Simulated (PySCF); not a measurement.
SMILES s1ccc(c1-c1cscc1)C#N (C₉H₅NS₂) at its GFN2-xTB optimised geometry (Å):

```
17

N     -0.5257    -3.1578     0.0001
C      0.0274    -2.1517     0.0000
C      0.7579    -0.9541     0.0000
C      2.1803    -0.9541     0.0000
C      2.6992     0.2953     0.0000
S      1.4799     1.5092     0.0000
C      0.2167     0.3199     0.0000
C     -1.1619     0.7300     0.0000
C     -1.5662     2.0991     0.0000
C     -2.9093     2.2492     0.0000
S     -3.7304     0.7350    -0.0001
C     -2.2455    -0.1119    -0.0001
H      2.7649    -1.8566     0.0000
H      3.7304     0.5869     0.0000
H     -0.8684     2.9174     0.0001
H     -3.4771     3.1578     0.0001
H     -2.2507    -1.1828    -0.0001
```

Calculation: CAM-B3LYP/def2-SVP (PySCF).

Map of the electrostatic potential (hartree/e), clipped to [-0.08, 0.12] on the plane z = 0.6 Å:

```
|=======================--|
|=========================|
|=========================|
|====++===================|
|===+**++=++++============|
|===+%@#+++##+============|
|==++%@@@%@@@*++++========|
|==++%@@@@@@%*#@@@#++=====|
|==+#@@@@@@@%%@@@@@#+++===|
|==*@@@@@@@@@@@@@@@%**++==|
|-=*@@@@@@@@@@@@@@@@@@*+==|
|--+@@@@@@@@@@@@@@@@@@#+==|
|--=@@@@@@@@@@@@@@@@@#*+==|
|--=+%@@@@@#@@@@@@@@#++===|
|--==+*#@@#*%@@@@@@@*+====|
|---===*@@**@@@@@@@@*+====|
|----===++=*@@@@#%@@*+====|
|----------#@@@%++##+=====|
|-------:.-@@@*===++======|
|------::..@@@-:--=======-|
|-----::.   ::.::---===---|
|-----::..    .::---------|
|-----:::......::---------|
|-----::::...::::---------|
|-----::::::::::----------|
```
Scale: ten equal steps from -0.071 (start of ' ') to 0.120 (end of '@'), in the order ' .:-=+*#%@'; x runs from -6.00 to 6.00, y from -6.00 (bottom) to 6.00 (top).
